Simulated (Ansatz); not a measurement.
Born–Oppenheimer molecular dynamics of AlClFH$_{3}$O (7 atoms, charge 0, multiplicity 1). It starts at the highest image of a converged band. Of that band: Neighbouring images differ by up to 1.7 eV, so the band resolves the path poorly. A vibrational analysis at the climbing image gives one clearly imaginary mode, 1446i cm⁻¹: a first-order saddle point.

Method: Ansatz 0.2.0, RHF/def2-SVP.

```json
{
 "ensemble": "NVE (velocity Verlet)",
 "time step": "0.5 fs",
 "steps asked": "200",
 "starting velocities drawn for": "100 K",
 "seed": "10294"
}
```

First frame:

```xyz
7
Properties=species:S:1:pos:R:3
Al -0.137 0.176 -0.092
H -0.256 -0.233 1.572
O 1.222 -0.351 -0.899
H 2.145 -0.458 -0.767
Cl -1.991 0.210 -1.058
F 0.136 1.716 0.912
H -0.050 0.865 1.583
```

**Question.** How far do the bonds stretch over the last three quarters of this one trajectory? (Pairs bonded in most of those frames.)

**Answer.** 
```
   bond  mean (Å)  spread (Å)  shortest  longest
 Al1–O3     1.680       0.063      1.56     1.79
Al1–Cl5     2.096       0.092      1.97     2.26
 Al1–F6     1.655       0.081      1.51     1.79
  H2–H7     0.752       0.030      0.71     0.79
  O3–H4     0.941       0.007      0.93     0.95
```

Mean temperature of the second half: 1937 K. The conserved energy stayed within 0.2 meV per atom of its start (net change -0.067 meV per atom), so the integration is sound. The kinetic energy rose, since the run started high on the potential surface and went downhill. It ends in pieces (AlClFHO + H2), so much of that is their flight and rotation, not heat. A run of 0.1 ps of so small a system gives no equilibrium averages. The orbitals stay closed-shell, which can raise the energy where a bond breaks towards radicals; this wasn't checked here.

Run time: 3.4 min on 1 thread of Arm Neoverse V1 (shared host), peak memory 0.15 GiB.
